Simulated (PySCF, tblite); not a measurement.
Isomers of C7H13OP, one GFN2-xTB conformer each. Single-point energies are computed at PBE0/pcSseg-1 (PySCF, gas phase, no added dispersion term), electronic only.

```csv
SMILES,GFN2-xTB relative energy (kcal/mol)
COC1=C(C)CP(C)C1,59.5
C1CP(C2CC2)CCO1,67.9
C=CC[P@](C)(=O)C(=C)C,55.1
C=[P@]1(C)CC=C(OC)C1,97.3
C#C[P@@](C)(=O)C(C)(C)C,58.2
C=C[C@@H]1CC[C@H](C)[P@H]1=O,28.7
COCPC1=CCCC1,71.6
CCC1=C[P@@]1(=O)C(C)C,77.0
O=P12CCC(CC1)CC2,0.0
C[C@@H]1C[P@]1(=O)C1CCC1,55.6
```

Conformers: `[CH3:1][O:2][C:3]1=[C:4]([CH3:5])[CH2:6][P:7]([CH3:8])[CH2:9]1` with C1–O2–C3–C4 178°, C3–C4–C6–P7 16°, C4–C6–P7–C8 77°, C6–P7–C9–C3 20°, O2–C3–C9–P7 167°; `[CH2:1]1[CH2:2][P:3]([CH:4]2[CH2:5][CH2:6]2)[CH2:7][CH2:8][O:9]1` with C2–P3–C4–C5 167°, O9–C1–C2–P3 -65°, C1–C2–P3–C4 156°, P3–C4–C5–C6 -108°, C2–P3–C7–C8 -56°; `[CH2:1]=[CH:2][CH2:3][P@:4]([CH3:5])(=[O:6])[C:7](=[CH2:8])[CH3:9]` with C1–C2–C3–P4 92°, C2–C3–P4–C5 62°, C3–P4–C7–C8 128°; `[CH2:1]=[P@:2]1([CH3:3])[CH2:4][CH:5]=[C:6]([O:7][CH3:8])[CH2:9]1` with C5–C6–O7–C8 0°, C1–P2–C4–C5 -164°, P2–C4–C5–C6 19°, C5–C6–C9–P2 -19°, C1–P2–C9–C6 146°; `[CH2:1]=[CH:2][C@@H:3]1[CH2:4][CH2:5][C@H:6]([CH3:7])[P@H:8]1=[O:9]` with C1–C2–C3–C4 -138°, C2–C3–C4–C5 -160°, C3–C4–C5–C6 51°, C4–C5–C6–C7 84°, C5–C6–P8–O9 -112°; `[CH3:1][O:2][CH2:3][PH:4][C:5]1=[CH:6][CH2:7][CH2:8][CH2:9]1` with C1–O2–C3–P4 -178°, O2–C3–P4–C5 56°, C3–P4–C5–C6 95°, C5–C6–C7–C8 10°, C6–C7–C8–C9 -16°, C7–C8–C9–C5 16°, P4–C5–C9–C8 171°; `[CH3:1][CH2:2][C:3]1=[CH:4][P@@:5]1(=[O:6])[CH:7]([CH3:8])[CH3:9]` with C1–C2–C3–C4 128°, C4–P5–C7–C8 35°; `[CH3:1][C@@H:2]1[CH2:3][P@:4]1(=[O:5])[CH:6]1[CH2:7][CH2:8][CH2:9]1` with C3–P4–C6–C7 106°, C1–C2–C3–P4 -120°, C2–C3–P4–O5 -107°, P4–C6–C7–C8 127°, C6–C7–C8–C9 -11°.

Task: What does PBE0/pcSseg-1 give for the same structures?

Result: 
```tsv
SMILES	PBE0/pcSseg-1 E (Eh)	PBE0/pcSseg-1 (kcal/mol)	GFN2-xTB (kcal/mol)	point group
O=P12CCC(CC1)CC2	-690.58889	0.0	0.0	C3
C=C[C@@H]1CC[C@H](C)[P@H]1=O	-690.54203	29.4	28.7	C1
C=CC[P@](C)(=O)C(=C)C	-690.52842	37.9	55.1	C1
COC1=C(C)CP(C)C1	-690.52636	39.2	59.5	C1
C1CP(C2CC2)CCO1	-690.51102	48.9	67.9	Cs
C#C[P@@](C)(=O)C(C)(C)C	-690.50717	51.3	58.2	C1
C[C@@H]1C[P@]1(=O)C1CCC1	-690.50590	52.1	55.6	C1
CCC1=C[P@@]1(=O)C(C)C	-690.50248	54.2	77.0	C1
COCPC1=CCCC1	-690.50166	54.7	71.6	C1
C=[P@]1(C)CC=C(OC)C1	-690.47188	73.4	97.3	C1
```

Both levels put the same isomer lowest; measured from each level's own lowest isomer, the values differ by up to 23.9 kcal/mol (C=[P@]1(C)CC=C(OC)C1: 97.3 against 73.4). As drawn, the lowest has a P=O bond, which the highest lacks; the highest has a C=C bond outside aromatic rings, which the lowest lacks. Neighbours under 2.5 kcal/mol apart (C=CC[P@](C)(=O)C(=C)C and COC1=C(C)CP(C)C1; C1CP(C2CC2)CCO1 and C#C[P@@](C)(=O)C(C)(C)C; C#C[P@@](C)(=O)C(C)(C)C and C[C@@H]1C[P@]1(=O)C1CCC1; C[C@@H]1C[P@]1(=O)C1CCC1 and CCC1=C[P@@]1(=O)C(C)C; others) can change places with a better method, another conformer or zero-point energy.

Task: Which frontier levels, dipoles and rotational constants go with these structures?

Result: 
```tsv
SMILES	HOMO (eV, PBE0/pcSseg-1)	LUMO (eV)	dipole (D)	A, B, C (MHz)
O=P12CCC(CC1)CC2	-7.22	0.68	4.64	2161, 1348, 1348
C=C[C@@H]1CC[C@H](C)[P@H]1=O	-7.03	0.07	4.13	2063, 1093, 864.1
C=CC[P@](C)(=O)C(=C)C	-7.13	-0.38	3.94	2273, 909.7, 863.0
COC1=C(C)CP(C)C1	-5.85	0.90	1.47	1870, 1118, 827.3
C1CP(C2CC2)CCO1	-6.74	0.90	1.18	3295, 846.5, 733.7
C#C[P@@](C)(=O)C(C)(C)C	-7.54	-0.10	3.99	1708, 1234, 1074
C[C@@H]1C[P@]1(=O)C1CCC1	-6.78	0.92	3.96	2399, 968.8, 840.4
CCC1=C[P@@]1(=O)C(C)C	-7.00	-0.40	4.19	2279, 918.4, 789.2
COCPC1=CCCC1	-6.45	0.17	1.86	2038, 896.8, 735.3
C=[P@]1(C)CC=C(OC)C1	-5.22	0.66	3.63	3161, 807.2, 777.2
```

Task: What happens when harmonic zero-point energies from GFN2-xTB frequencies are added?

Result: 
| SMILES | ZPE (kcal/mol) | electronic (kcal/mol) | with ZPE (kcal/mol) |
| --- | --- | --- | --- |
| O=P12CCC(CC1)CC2 | 118.8 | 0.0 | 0.0 |
| C=C[C@@H]1CC[C@H](C)[P@H]1=O | 115.4 | 29.4 | 26.0 |
| C=CC[P@](C)(=O)C(=C)C | 112.7 | 37.9 | 31.9 |
| COC1=C(C)CP(C)C1 | 114.5 | 39.2 | 34.9 |
| C1CP(C2CC2)CCO1 | 116.6 | 48.9 | 46.7 |
| C#C[P@@](C)(=O)C(C)(C)C | 113.1 | 51.3 | 45.6 |
| C[C@@H]1C[P@]1(=O)C1CCC1 | 116.3 | 52.1 | 49.6 |
| CCC1=C[P@@]1(=O)C(C)C | 114.6 | 54.2 | 50.1 |
| COCPC1=CCCC1 | 114.6 | 54.7 | 50.6 |
| C=[P@]1(C)CC=C(OC)C1 | 112.0 | 73.4 | 66.6 |

The zero-point energies span 6.8 kcal/mol. The lowest isomer stays, but the order above it changes.
